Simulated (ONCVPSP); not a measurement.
## Pseudopotential generation for germanium: ONCV, PBEsol, fully relativistic.

ONCVPSP 4.0.1 input, shortened (lines: element, Z, core and valence counts, functional; n l f; lmax; l rc ep ncon nbas qcut; lloc lpopt rc5 dvloc0; l nproj debl; icmod fcfact rcfact), PBEsol, fully relativistic:

```
  Ge 32.00    5    3  -116133      upf
    1    0    2.00
    2    0    2.00
    2    1    6.00
    3    0    2.00
    3    1    6.00
    3    2   10.00
    4    0    2.00
    4    1    1.00
    2
    0    1.55    0.00    4    8    4.20
    1    1.65    0.00    4    7    4.90
    2    0.80    0.00    3    8   22.30
    4    5    0.50    2.00
    0    2    4.00
    1    2    2.10
    2    1    3.00
    0    0.00    0.00
```

Open shells are filled in proportion to 2j + 1.

Poles of the logarithmic derivatives, all-electron (AE) and pseudo (PS). s: poles at 3.0 (AE) and 3.0 (PS) Ha. p3/2: poles at 3.2 (AE) and -2.7, 3.1 (PS) Ha. p1/2: poles at 3.1 (AE) and -2.7, 3.0 (PS) Ha. d5/2: poles at 2.1 (AE) and 2.2 (PS) Ha. d3/2: poles at 2.1 (AE) and 2.2 (PS) Ha. Test radii: s 1.58, p3/2 1.67, p1/2 1.67, d5/2 0.81, d3/2 0.81 bohr.

- Cutoffs needed: 171 Ha and 195 Ha (the cutoffs (Ha) at which the residual kinetic energy of the hardest occupied pseudo-wave falls to 1 and 0.1 mHa per electron)
- Ghost test: ghosts flagged at negative energy: s at -490.9 eV, p3/2 at -72.5 eV, p1/2 at -73.1 eV; no localised positive-energy state flagged; a true bound ghost makes a file unfit for plane-wave use
- Largest excitation error: +2.1 meV (all-electron minus pseudo) for 3d10 4s1 4p0, out of 4 test configurations
